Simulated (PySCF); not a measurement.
**Cr: excitation energy**

Cr [Ar] 3d5 4s1 (7S) → Cr [Ar] 3d4 4s2 (5D), as a difference of total energies. Calculation: PySCF 2.14, in ANO-RCC-VTZP (6s5p3d2f1g, 59 functions); scalar relativity by spin-free X2C-1e. Correlated levels: valence and next inner shell: [Ne] frozen. The calculations carry no spin-orbit coupling.

| method | excitation energy (cm⁻¹) |
| --- | --- |
| UHF | 7110.3 |
| MP2 (valence and next inner shell) | 12769 |
| SCS-MP2 (valence and next inner shell) | 5738.3 |
| CCSD (valence and next inner shell) | 8218.8 |
| CCSD(T) (valence and next inner shell) | 8008.2 |

Q: How much does correlation contribute at CCSD(T) (valence and next inner shell)?

A: 8008.2 − (7110.3) = 897.9 cm⁻¹, measured against UHF.

Errors of the correlated levels include the incompleteness of this basis and the frozen core.

For comparison: 8090.2 cm⁻¹ (measured; NIST levels, between the centres of gravity of the two terms).
